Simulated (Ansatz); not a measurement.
Octacene (C₃₄H₂₀), 54 atoms. Hardware: 4 threads of AMD EPYC 7R13 on a shared host and a share (37 GiB) of an NVIDIA H100 80GB HBM3.

Correlated methods freeze 34 core orbitals. Single mean-field runs in def2-SVP, def2-TZVP are fitted with def2-universal-jkfit.

(1) How many basis functions does each of these Ansatz runs have, and roughly what does it cost? PBE-D4/def2-SVP, charge 0 singlet, energy, from earlier orbitals; HF/STO-3G, charge 0 singlet, energy; MP2/def2-SVP, charge 0 triplet, energy, from earlier orbitals; MP2/def2-SVP, charge 0 singlet, energy, from earlier orbitals; PBE-D4/def2-SVP, charge 0 triplet, relaxation, 5 steps; r2SCAN-D4/def2-TZVP, charge -1 doublet at the geometry of the charge 0 singlet, energy, from earlier orbitals; PBE0-D4/def2-SVP, charge 0 singlet, energy, from earlier orbitals; B3LYP-D4/def2-TZVP, charge 0 triplet, energy, from earlier orbitals; PBE0-D4/def2-TZVP, charge 0 triplet, energy, from earlier orbitals; PBE-D4/def2-TZVP, charge -1 doublet at the geometry of the charge 0 singlet, energy, from earlier orbitals; BHLYP-D4/def2-TZVP, charge 0 triplet, energy, from earlier orbitals; PBE0-D4/def2-TZVP, charge 0 singlet, energy, from earlier orbitals.

## Answers

(1) Other jobs shared the machine, so times can vary by a factor of up to 3. A dash marks memory too small to be measured apart from the calling script's.

| run | functions | fitting or Cholesky vectors | wall time | peak host memory (GiB) |
| --- | --- | --- | --- | --- |
| HF/STO-3G, charge 0 singlet, energy | 190 | 2732 | 2.7 s | – |
| PBE-D4/def2-SVP, charge 0 singlet, energy, from earlier orbitals | 576 | 2910 | 4.3 s | – |
| PBE0-D4/def2-SVP, charge 0 singlet, energy, from earlier orbitals | 576 | 2910 | 4.4 s | – |
| PBE0-D4/def2-TZVP, charge 0 singlet, energy, from earlier orbitals | 1174 | 2910 | 6.5 s | – |
| PBE-D4/def2-TZVP, charge -1 doublet at the geometry of the charge 0 singlet, energy, from earlier orbitals | 1174 | 2910 | 11 s | – |
| MP2/def2-SVP, charge 0 singlet, energy, from earlier orbitals | 576 | 6006 | 11 s | – |
| MP2/def2-SVP, charge 0 triplet, energy, from earlier orbitals | 576 | 6006 | 15 s | – |
| PBE0-D4/def2-TZVP, charge 0 triplet, energy, from earlier orbitals | 1174 | 2910 | 16 s | – |
| B3LYP-D4/def2-TZVP, charge 0 triplet, energy, from earlier orbitals | 1174 | 2910 | 16 s | – |
| PBE-D4/def2-SVP, charge 0 triplet, relaxation, 5 steps | 576 | 2910 | 22 s | – |
| r2SCAN-D4/def2-TZVP, charge -1 doublet at the geometry of the charge 0 singlet, energy, from earlier orbitals | 1174 | 2910 | 22 s | 2.3 |
| BHLYP-D4/def2-TZVP, charge 0 triplet, energy, from earlier orbitals | 1174 | 2910 | 27 s | 2 |
